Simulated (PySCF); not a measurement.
**Correlation energy of Mn⁺ (manganese, charge +1)**

[Ar] 3d5 4s1, high-spin 7S determinant. Calculation: PySCF 2.14, in jorge-DZP-DKH; scalar relativity by spin-free X2C-1e. Frozen: [Ar]; 6 electrons correlated.

MP2 pair energies summed by pair of shells (mhartree):

| pair | energy | share (%) |
| --- | --- | --- |
| 3d-3d | -29.04 | 81.7 |
| 3d-4s | -6.50 | 18.3 |

Total MP2 correlation energy: -35.53 mhartree.

Same-spin part -35.53 and opposite-spin part 0.00 mhartree; SCS-MP2 scales them by 1/3 and 6/5 to -11.84 mhartree.
